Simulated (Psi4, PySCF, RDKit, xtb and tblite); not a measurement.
Internal rotation in SMILES CC(=O)C(C)=O. Scanned: dihedral O3–C2–C4–O6; all other coordinates were relaxed at B3LYP-D3(BJ)/def2-SVP. Points at φ and −φ are mirror images. Heavy atoms are numbered in the order of the SMILES CC(=O)C(C)=O, hydrogens after them in the order of the atoms that carry them; the mirror image has the same energies with the sign of each dihedral reversed.

Levels of theory: GFN2-xTB, on its own relaxed geometries (the stored frames are those of B3LYP-D3(BJ)/def2-SVP) (xtb and tblite); UFF // B3LYP-D3(BJ)/def2-SVP (RDKit); RHF/LANL2DZ = restricted Hartree-Fock/LANL2DZ // B3LYP-D3(BJ)/def2-SVP in PySCF; MP2/cc-pVTZ = DF-MP2 (frozen core)/cc-pVTZ // B3LYP-D3(BJ)/def2-SVP run with Psi4.

Energies relative to the lowest point of each profile, in kJ/mol:

```
φ / °  GFN2-xTB   UFF  RHF/LANL2DZ
-----  --------  ----  -----------
-150        0.0   7.7          3.6
-120        2.5  21.2         13.8
-90         7.6  28.6         25.4
-60        13.1  19.7         30.4
-30        18.7   6.0         33.2
0          21.9   0.7         36.0
30         18.7   6.0         33.2
60         13.1  19.7         30.4
90          7.6  28.6         25.4
120         2.5  21.2         13.8
150         0.0   7.7          3.6
180         0.9   0.0          0.0
```

Problem. Predict the corresponding MP2/cc-pVTZ column.

Solution. -150: 2.9; -120: 10.4; -90: 20.4; -60: 25.9; -30: 26.3; 0: 27.4; 30: 26.3; 60: 25.9; 90: 20.4; 120: 10.4; 150: 2.9; 180: 0.0 (kJ/mol).
